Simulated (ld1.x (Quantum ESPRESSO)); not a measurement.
## Ce: excitation energies, all-electron against PAW

ld1.x (Quantum ESPRESSO) 7.5 input, shortened:

```
&input
   title='Ce', zed=58., rel=0, dft='PZ', iswitch=3,
   config='[Xe] 4f1 5d1 6s2 6p0'
 /
 &inputp
   pseudotype=3, lpaw=.true., tm=.true., lloc=-2, rcloc=2.30,
   nlcc=.false.,
   which_augfun='PSQ', rmatch_augfun_nc=.true.
 /
8
5S  1  0   2.00   0.00  2.00  2.20  0.0
6S  2  0   2.00   0.00  2.00  2.20  0.0
5P  2  1   6.00   0.00  2.30  2.70  0.0
6P  3  1   0.00   0.00  2.30  2.70  0.0
5D  3  2   1.00   0.00  2.90  3.60  0.0
5D  3  2   0.00   1.10  2.90  3.60  0.0
4F  4  3   1.00   0.00  1.05  1.15  0.0
4F  4  3   0.00   4.00  1.05  1.15  0.0
 &test
   configts(1)='4f1 5s2 5p6 5d1 6s2 6p0'
 /
```

Energies are relative to the spin-unpolarised reference configuration 4f1 5s2 5p6 5d1 6s2 6p0; without spin polarisation the order of configurations can differ from experiment. Not all tests gave a result: test run stopped at test 5 of 9 (negative rho).

```tsv
valence configuration	charge	ΔE all-electron (eV)	error AE − PS (meV)
4f1 5s2 5p6 5d1 6s1 6p0	+1	5.943	+0.1
4f1 5s2 5p6 5d0 6s0 6p0	+3	36.624	-1.7
```

Question: What are ΔE and the potential's error for 4f1 5s2 5p6 5d2 6s0 6p0?

Answer: ΔE = 5.287 eV all-electron; the error (AE − PS) is 0.0 meV.

Question: What are ΔE and the potential's error for 4f1 5s2 5p6 5d1 6s0 6p0?

Answer: ΔE = 16.742 eV all-electron; the error (AE − PS) is +0.8 meV.

Levels in the configuration 4f1 5s2 5p6 5d1 6s1 6p0:

```
level  all-electron (eV)  pseudo (eV)
   4f            -15.000      -14.999
   5s            -43.068      -43.067
   5p            -28.909      -28.908
   5d             -9.305       -9.304
   6s             -8.323       -8.323
```
